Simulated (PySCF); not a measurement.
Al(F)(NCO)(OH) (CHAlFNO2), SMILES [N]([Al]([F])[OH])=C=O. The structure is a stationary point at B3LYP-D3(BJ)/def2-SVP. The structure was generated by enumeration; whether it is a known compound was not checked. Other conformers were not sampled.

Question: Give the equilibrium geometry at B3LYP-D3(BJ)/def2-SVP (PySCF confirms it by a frequency run) as bond lengths and angles, and its point group. (Estimate from the structure and the level; the computed values follow.)

Answer: This is not unique; one that fits is point group Cs.
Atoms: Al1 F2 N3 C4 O5 O6 H7. Bonded distances (Å): Al1–F2 1.653, Al1–N3 1.763, Al1–O6 1.683, N3–C4 1.203, C4–O5 1.171, O6–H7 0.960. Angles (°): F2–Al1–N3 118.5, F2–Al1–O6 117.8, N3–Al1–O6 123.6, Al1–N3–C4 177.2, N3–C4–O5 179.5, Al1–O6–H7 127.2.
Charge 0, spin multiplicity 1.
